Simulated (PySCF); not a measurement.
Species: (H2B-mu-AsH2)3.
Bonds: B1–As4, B1–As12, As4–B5, B5–As8, As8–B9, B9–As12. Hydrogens: H2, H3 on B1; H13, H14 on As4; H6, H7 on B5; H15, H16 on As8; H10, H11 on B9; H17, H18 on As12.

A linear-response calculation (PySCF, def2-SVPD basis, gas phase, vertical, core orbitals frozen in the response) gave these numbers; the functional is withheld.

Orbital energies (eV): HOMO-3 -10.10, HOMO-2 -9.95, HOMO-1 -9.16, HOMO -9.15, LUMO 0.11, LUMO+1 1.17, LUMO+2 1.17.

```
state  E (eV)       f  main configurations (H = HOMO, L = LUMO)
   S1    6.39  0.0064                            H-1/H→L (≥91%)
   S2    6.40  0.0067                            H-1/H→L (≥91%)
   S3    6.95  0.0000                               H-2→L (79%)
   S4    7.31  0.0000                      H-1/H→L+1/L+2 (≥58%)
   S5    7.36  0.0000                          H-1/H→L+3 (≥51%)
   S6    7.36  0.0001                          H-1/H→L+3 (≥52%)
```

Triplets, Tamm–Dancoff:

```csv
state,E (eV),λ (nm),"main configurations (H = HOMO, L = LUMO)"
T1,6.08,203.9,H-1/H→L (≥87%)
T2,6.08,203.8,H-1/H→L (≥87%)
T3,6.64,186.8,H-2→L (76%)
```

Vertical ionisation energy by ΔSCF with the same functional: 9.76 eV. Mean static polarisability: 138.3 au.

Orbitals of the list HOMO-3 to LUMO+2 that lie within 0.01 eV of each other are written together with a slash and their weights summed (≥ marks a lower bound); for degenerate orbitals outside that list single weights are arbitrary.

**Question.** Which of these was used?
A. HF
B. B3LYP
C. PBE
D. CAM-B3LYP

**Answer.** D. CAM-B3LYP is range-separated, 19% exact exchange at short range and 65% at long range (ω = 0.33 bohr⁻¹). In this run −ε(HOMO) = 9.15 eV differs from the ΔSCF value by -0.61 eV, and S1 differs from the orbital gap of 9.27 eV by -2.87 eV. The ratio −ε(HOMO)/IP is 0.94. Usual ranges for neutral molecules in this basis: 0.85 to 0.93 with CAM-B3LYP, 0.5 to 0.7 with PBE, 0.67 to 0.83 with B3LYP; with Hartree–Fock the ratio is 1 or more (Koopmans' value less the relaxation energy is the ΔSCF value). The other options: PBE, a GGA without exact exchange; HF, time-dependent Hartree–Fock, 100% exact exchange; B3LYP, a global hybrid with 20% exact exchange.

Level of theory: TDDFT CAM-B3LYP/def2-SVPD, vertical, gas phase, core orbitals frozen in the response in PySCF 2.14.0, density-fitted response routines. Isolated species at its PBE0-D3(BJ)/def2-SVP geometry (one conformer only). The CAM-B3LYP/def2-SVPD calculation is non-relativistic and has no spin–orbit coupling, an omission that weighs most on arsenic.

Hardware: an Arm Neoverse V2 with one thread (shared host). Cost: 5.6 min wall (grids of density and orbitals included), 1.7 GiB resident at most.
